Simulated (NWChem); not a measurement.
ZrCl3F; SMILES [Cl][Zr]([Cl])([Cl])[F]

```xyz
5

Zr     0.0000     0.0000     0.2054
F      0.0000     0.0000     2.0858
Cl     1.7610     1.3210    -0.5556
Cl    -2.0245     0.8646    -0.5556
Cl     0.2635    -2.1856    -0.5556
```
Atoms are numbered in this order, from 1.

Level: PBE0/def2-SVP with def2 effective core potentials on Zr (NWChem), optimised geometry, unscaled harmonic frequencies. def2 effective core potentials on Zr; no spin-orbit coupling.

```tsv
frequency (cm⁻¹)	IR intensity (km/mol)
98	1.4
98	1.4
107	7.4
142	6.5
142	6.5
392	12.2
435	122.4
435	122.4
711	137.6
```

The zero-point energy is 3.7 kcal/mol and the thermal correction to the enthalpy at 298.15 K (with zero-point energy) is 8.8 kcal/mol. The heat capacity Cv is 20.7 cal/(mol K) and the entropy at 298.15 K and 1 atm (symmetry number 3) is 88.2 cal/(mol K).

Rigid rotor and harmonic oscillator; modes under 100 cm⁻¹ make the entropy uncertain.
